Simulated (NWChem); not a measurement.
System: BNH3OF; SMILES NB(O)F

Here is an NWChem input.

```
start job
memory heap 200 mb stack 900 mb global 1100 mb
geometry units angstroms noautosym nocenter noautoz
  B     -0.008100    -0.017438     0.000000
  F      1.237183    -0.530022     0.000000
  O     -1.076844    -0.861107     0.000000
  H     -0.802710    -1.782605     0.000000
  N     -0.178462     1.373069     0.000000
  H     -1.090129     1.805458     0.000000
  H      0.601798     2.012529     0.000000
end
basis spherical
  * library def2-svpd
end
dft
  xc pbe0
  iterations 150
end
property
  response 1 0.0
end
task dft property
```

Geometry: optimised at PBE0/def2-SVP.

Static field.

**Question.** What results follow from this input? (PBE0/def2-SVPD.) Quantities: isotropic polarisability (bohr³); anisotropy (bohr³).

**Answer.** isotropic polarisability (bohr³): 28.0
anisotropy (bohr³): 9.2
